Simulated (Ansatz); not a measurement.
C24H18⁻, that is 1,3,5-triphenylbenzene with one electron more, relaxed as a doublet with UKS PBE-D4/def2-SVP in Ansatz, starting from the PBE-D4/def2-SVP geometry of the neutral singlet. Force threshold 0.03 eV/Å.

Single mean-field runs in def2-SVP are fitted with def2-universal-jkfit. The highest occupied level of the relaxed charge -1 doublet lies above zero (up to 1.20 eV). By energy differences its removal costs 0.23 eV (each at its own geometry, to the charge 0 singlet, at PBE0-D4/def2-TZVP). The gap within one spin of the relaxed charge -1 doublet nearly closes, so an electron or hole may be smeared out by delocalisation error. The relaxation made no stability test and no search for a lower SCF solution.

Start:

```xyz
42

C     4.126    0.263    3.982
C     3.573   -0.976    3.620
C     2.564   -1.041    2.649
C     2.083    0.129    2.020
C     1.012    0.058    0.994
C     0.034    1.068    0.903
C    -0.978    1.026   -0.077
C    -2.014    2.089   -0.146
C    -2.521    2.686    1.030
C    -3.498    3.689    0.965
C    -3.988    4.120   -0.278
C    -3.492    3.537   -1.455
C    -2.517    2.532   -1.389
C    -0.997   -0.057   -0.980
C    -0.034   -1.084   -0.916
C    -0.070   -2.218   -1.875
C     0.282   -3.525   -1.467
C     0.248   -4.595   -2.371
C    -0.138   -4.383   -3.704
C    -0.489   -3.090   -4.124
C    -0.456   -2.021   -3.219
C     0.964   -1.012    0.077
C     2.649    1.368    2.397
C     3.659    1.434    3.366
H     4.918    0.315    4.744
H     3.925   -1.900    4.104
H     2.119   -2.014    2.391
H     0.060    1.908    1.613
H    -2.163    2.338    2.011
H    -3.887    4.133    1.894
H    -4.754    4.908   -0.330
H    -3.863    3.873   -2.436
H    -2.117    2.100   -2.319
H    -1.812   -0.129   -1.715
H     0.560   -3.706   -0.418
H     0.516   -5.606   -2.029
H    -0.164   -5.223   -4.414
H    -0.784   -2.911   -5.170
H    -0.708   -1.007   -3.565
H     1.752   -1.778    0.103
H     2.309    2.290    1.901
H     4.092    2.410    3.636
```

Question: Estimate the energy that the relaxation releases and the steps that it takes.

Answer: 4.0 kcal/mol, in 9 steps; 52 s on 2 threads of AMD EPYC 7R13 on a shared host and a share (18 GiB) of an NVIDIA H100 80GB HBM3. No frequencies were taken in this run, so the end may be a saddle point.

Question: Does the start keep its bonding?

Answer: By distances, no bond broke or formed. The bond that changes most is C7–C8, from 1.49 to 1.46 Å (atoms count from 1).

Question: Predict the relaxed structure.

Answer: 
```tsv
atom	x (Å)	y (Å)	z (Å)
C1	4.0231	0.1609	4.1413
C2	3.6609	-1.0501	3.5276
C3	2.6982	-1.0803	2.5101
C4	2.0439	0.1066	2.0691
C5	1.0316	0.0601	0.9947
C6	0.0624	1.0685	0.8904
C7	-0.9503	1.0658	-0.1127
C8	-1.9608	2.1215	-0.1904
C9	-2.2058	3.0284	0.8885
C10	-3.1693	4.0352	0.8063
C11	-3.9503	4.2032	-0.3578
C12	-3.7287	3.3220	-1.4371
C13	-2.7662	2.3136	-1.3583
C14	-0.9421	-0.0324	-1.0269
C15	0.0045	-1.0649	-0.9559
C16	-0.0609	-2.2011	-1.9020
C17	0.5178	-3.4599	-1.5764
C18	0.4686	-4.5392	-2.4698
C19	-0.1479	-4.4062	-3.7239
C20	-0.7229	-3.1645	-4.0689
C21	-0.6722	-2.0877	-3.1763
C22	1.0041	-1.0211	0.0596
C23	2.4316	1.3194	2.6983
C24	3.3931	1.3502	3.7135
H25	4.7873	0.1835	4.9340
H26	4.1352	-1.9919	3.8502
H27	2.4078	-2.0426	2.0641
H28	0.0748	1.8843	1.6268
H29	-1.6411	2.9152	1.8258
H30	-3.3257	4.7005	1.6717
H31	-4.7099	4.9976	-0.4208
H32	-4.3145	3.4332	-2.3647
H33	-2.6037	1.6685	-2.2341
H34	-1.7584	-0.1185	-1.7580
H35	0.9770	-3.5912	-0.5858
H36	0.9186	-5.5030	-2.1791
H37	-0.1766	-5.2528	-4.4281
H38	-1.2059	-3.0341	-5.0507
H39	-1.0949	-1.1175	-3.4783
H40	1.8182	-1.7582	0.0549
H41	1.9814	2.2645	2.3583
H42	3.6677	2.3144	4.1710
```
Bond lengths: 27 × C–C 1.40 to 1.48 Å; 18 × C–H 1.10 Å.
